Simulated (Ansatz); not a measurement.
Reaction (ligand exchange at the Si–C bond): `C[Si]Br` + `O[SiH3]` → `[SiH3]O[Si]Br` + CH₄

Gas-phase electronic energies from Ansatz, PBE0-D4/def2-TZVP geometries. CBS: MP2 limit from def2 TZ/QZ plus the TZ coupled-cluster correction, frozen cores. This one scheme is used for every species. DFT in def2-TZVPP. For Br outer-core shells are correlated without core-valence functions, which leaves a few kJ/mol of doubt a bond. Scalar relativity is left out up to krypton. One conformer a species, not always the lowest.

```json
{"level": "PBE-D4", "ΔE (kJ/mol)": "-165.7", "difference from CCSD(T)/CBS": "5.1"}
{"level": "BHLYP-D4", "ΔE (kJ/mol)": "-183.3", "difference from CCSD(T)/CBS": "-12.5"}
{"level": "CAM-B3LYP-D4", "ΔE (kJ/mol)": "-180.2", "difference from CCSD(T)/CBS": "-9.4"}
{"level": "PBE0", "ΔE (kJ/mol)": "-162.5", "difference from CCSD(T)/CBS": "8.3"}
{"level": "LC-ωPBE", "ΔE (kJ/mol)": "-164.6", "difference from CCSD(T)/CBS": "6.2"}
{"level": "CCSD/def2-SVP", "ΔE (kJ/mol)": "-172.8", "difference from CCSD(T)/CBS": "-2.0"}
{"level": "CCSD(T)/def2-SVP", "ΔE (kJ/mol)": "-173.6", "difference from CCSD(T)/CBS": "-2.8"}
{"level": "CCSD/def2-TZVPP", "ΔE (kJ/mol)": "-171.0", "difference from CCSD(T)/CBS": "-0.2"}
{"level": "HF/def2-QZVPP", "ΔE (kJ/mol)": "-179.8", "difference from CCSD(T)/CBS": "-9.0"}
{"level": "SCS-MP2/def2-QZVPP", "ΔE (kJ/mol)": "-176.0", "difference from CCSD(T)/CBS": "-5.2"}
{"level": "CCSD(T)/CBS", "ΔE (kJ/mol)": "-170.8", "difference from CCSD(T)/CBS": "0"}
```

Largest T1 diagnostic among the species: 0.012.

The D4 term adds −6.0 kJ/mol with B3LYP and −3.4 kJ/mol with PBE0; it sums over pairs of atoms, weighted by their polarisabilities, and B3LYP, whose exchange is more repulsive, gets the larger term. Leaving LDA and LC-ωPBE aside and taking each functional with its dispersion term where it has one, the values, not all of them listed here, spread over 18.0 kJ/mol, from BHLYP-D4 to revPBE-D4. In def2-TZVPP, CCSD(T) changes the Hartree–Fock value by +7.0 kJ/mol (the triples alone add −0.4 kJ/mol) and MP2 by +3.2 kJ/mol.

B3LYP here is the variant with VWN-RPA as its local correlation; programs differ in this.
